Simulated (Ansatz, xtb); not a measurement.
## Two structures of CHSSn+

We compare X, a singlet given by its coordinates, with Y, a singlet given by its coordinates. Both are isolated ions in the gas phase, relaxed with PBE0-D4/def2-TZVP.

X (Å):

```yaml
atoms:
  - { symbol: C, position_ang: [-0.5069, -0.2642, -0.8781] }
  - { symbol: S, position_ang: [-1.8342, 0.1462, -1.4370] }
  - { symbol: Sn, position_ang: [1.6095, -0.9017, -0.1726] }
  - { symbol: H, position_ang: [0.8217, -0.8327, 1.4034] }
```

Close contacts (Å): C1–S2 1.50, C1–Sn3 2.32, Sn3–H4 1.76.

Y (Å):

| atom | x (Å) | y (Å) | z (Å) |
| --- | --- | --- | --- |
| C | -0.2011 | 0.8221 | -0.6421 |
| S | -0.2225 | -0.6292 | -1.3683 |
| Sn | 0.9475 | -0.2648 | 0.8626 |
| H | -0.6689 | 1.7226 | -1.0377 |

Close contacts (Å): C1–S2 1.62, C1–Sn3 2.18, S2–Sn3 2.55, C1–H4 1.09.

Quicker runs give these differences E(Y) − E(X): GFN2-xTB −16.3 kcal/mol; HF/STO-3G −30.7 kcal/mol (at GFN2-xTB geometries); r2SCAN-D4/def2-SVP −30.9 kcal/mol (at GFN2-xTB geometries).

Q: Estimate E(Y) − E(X) at the level CCSD(T)/def2-TZVPP.

A: Calculated at CCSD(T)/def2-TZVPP: E(Y) − E(X) = −26.1 kcal/mol, so structure Y lies lower.

The same difference at several levels:

```tsv
level	geometry	E(Y) − E(X) (kcal/mol)	departure from the last row (kcal/mol)	job, with rough time for the two
GFN2-xTB	GFN2-xTB	−16.3	+9.8	optimisation, 0.17 s
HF/STO-3G	GFN2-xTB	−30.7	−4.6	single point, 0.52 s
r2SCAN-D4/def2-SVP	GFN2-xTB	−30.9	−4.8	single point, 1.8 s
PBE0-D4/def2-TZVP	PBE0-D4/def2-TZVP	−33.3	−7.2	optimisation, 26 s
HF/def2-TZVPP	PBE0-D4/def2-TZVP	−25.2	+0.9	part of the CCSD(T) run
MP2/def2-TZVPP	PBE0-D4/def2-TZVP	−27.6	−1.5	part of the CCSD(T) run
CCSD(T)/def2-TZVPP	PBE0-D4/def2-TZVP	−26.1		single point, 35 s
```

The levels shown agree on the order. The largest departure from CCSD(T)/def2-TZVPP is that of GFN2-xTB, 9.8 kcal/mol.

With harmonic frequencies from PBE0-D4/def2-TZVP (ideal gas, rigid rotor, one conformer each, 298.15 K, 1 atm): on the last row, ΔE + ΔZPE = −22.6, ΔH = −23.3, ΔG = −22.0 kcal/mol.

The correlated steps freeze 10 core orbitals; the filled d shell of Sn is correlated, in a basis made for valence electrons. Atoms past krypton carry core potentials in the def2 sets, other sets are all-electron and non-relativistic, and no spin–orbit term is included. Codes used: Ansatz 0.2.0, xtb 6.7.1; the last row on 2 threads of Arm Neoverse V2 on a shared host.
